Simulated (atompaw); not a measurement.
# Before and after: PAW (atompaw) potential for Cs

atompaw 4.2.0.5 input, output lines left out:

```
Cs 55
GGA-PBESOL loggrid 2001 logderivrange -4 5 226
6 6 5 0 0 0
6 0 1
6 1 0
5 2 0
0 0 0
c
c
c
c
v
v
c
c
c
v
v
c
c
v
2
3.00 2.35 2.85 2.65
n
n
y
2.4
n
custom polynom2 7 10 vanderbiltortho besselshape
bessel
3.00
3.00
2.20
3.00
3.00
3.00
```

Change: wave 5p (bound): rc 2.20 bohr becomes 5p (bound): rc 2.86 bohr.

Cutoffs: the cutoffs (Ry, on a coarse ladder) from which the occupation-weighted sum of valence levels, in a spherical-Bessel basis at the reference potential, stays within 10 and 1 mRy of its value at 400 Ry; they do not see the model core or the augmentation charge, which bear on the density cutoff.

Question: What does the change do?

Answer: The potential gets harder (12 Ry and 25 Ry → 21 Ry and 45 Ry); the range in which the p phases agree narrows (upper end at the end of the scan → 0.6); neither file shows a bound ghost.

```csv
quantity,base,changed
"cutoff, loose",12 Ry,21 Ry
"cutoff, tight",25 Ry,45 Ry
loose cutoff by channel (10 mRy a level),"s 8 Ry, p 8 Ry","s 8 Ry, p 10 Ry"
bound ghosts,none,none
s: phases at 3.00 bohr within 0.05 rad from the reference energy up to (Ry; the scan ends near 5),1.0,1.0
p: phases at 3.00 bohr within 0.05 rad from the reference energy up to (Ry; the scan ends near 5),to the end of the scan,0.6
d: phases at 3.00 bohr within 0.05 rad from the reference energy up to (Ry; the scan ends near 5),3.6,3.6
lowest overlap eigenvalue by channel,"s 0.75, p 0.32, d 0.85","s 0.75, p 0.78, d 0.85"
```

 The cutoffs see the waves, projectors and local potential, not the compensation charge or the core.
